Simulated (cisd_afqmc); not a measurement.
Input (AFQMC/CISD/cc-pV(T+d)Z; cisd_afqmc is a phaseless AFQMC code with CISD trial states that reads the integrals written by Ansatz): A basis named .json is the Basis Set Exchange file of that set.

Ansatz 0.2 input:
```python
import cisd_afqmc

open("ham.yaml", "w").write("""\
crystal:
  periodic: [false, false, false]
  atoms:
    - {symbol: Cl, position_ang: [2.19537894, 0.63786581, -0.03730973]}
    - {symbol: C, position_ang: [0.95907095, -0.55365775, -0.04115787]}
    - {symbol: C, position_ang: [-0.34050474, -0.27758508, 0.00045097]}
    - {symbol: Cl, position_ang: [-0.99071783, 1.30934739, 0.06454053]}
    - {symbol: Cl, position_ang: [-1.49982441, -1.56123557, -0.00812521]}
    - {symbol: H, position_ang: [1.30637888, -1.57416288, -0.08055360]}
basis:
  gaussian:
    orbitals: cc-pV_T+d_Z.json
magnetization: {spin_polarized: false}
correlation: {method: ccsd, electrons: outside_noble_gas, hamiltonian_folder: ham}
""")
rep = cisd_afqmc.ansatz("ham.yaml")
e_ccsd = rep["correlation"]["coupled_cluster"]["energy"]["hartree"]
out = cisd_afqmc.run("ham", e_ccsd, trial="CISD", walkers=1000, populations=1, threads=12, dt=0.005, steps=40, early=24, settle=10, least=100,
    cut=5e-5, rank_cut=2e-4, target=0.0004, seconds=1500, seed=4, memory=62639, gpu=True)
```

Output:

```
orbitals 174, occupied [15], factors 1058 of 1153, rank of the doubles 777 of 2385
E(HF) = -1454.862967
E(CCSD) on the cut factors = -1455.794933, shift to the whole factors -0.000008
Energy of the trial state on the determinant = -1455.794886
  tau behind 7.2 of longer steps, mean of the populations' last blocks
   2.0  -1455.84116
   4.0  -1455.84630
   6.0  -1455.84334
   8.0  -1455.84203
  10.0  -1455.84339
  12.0  -1455.84780
  14.0  -1455.84243
  16.0  -1455.84357
  18.0  -1455.84335
  20.0  -1455.84432
  22.0  -1455.84222
  24.0  -1455.84395
  26.0  -1455.84329
  28.0  -1455.84607
  30.0  -1455.84708
  32.0  -1455.84441
  34.0  -1455.84709
  36.0  -1455.84572
  38.0  -1455.84327
  40.0  -1455.84657
  42.0  -1455.84747
  44.0  -1455.84331
  46.0  -1455.84293
  48.0  -1455.84385
  50.0  -1455.84128
  52.0  -1455.84058
  54.0  -1455.84309
  56.0  -1455.84500
  58.0  -1455.84068
  60.0  -1455.84375
  62.0  -1455.84649
blocks 304 (0 outliers left out), error by blocks joined: 1: 0.00023, 2: 0.00028, 4: 0.00035, 8: 0.00038, 16: 0.00039
E(AFQMC/CISD) = -1455.84418 +/- 0.00039
```
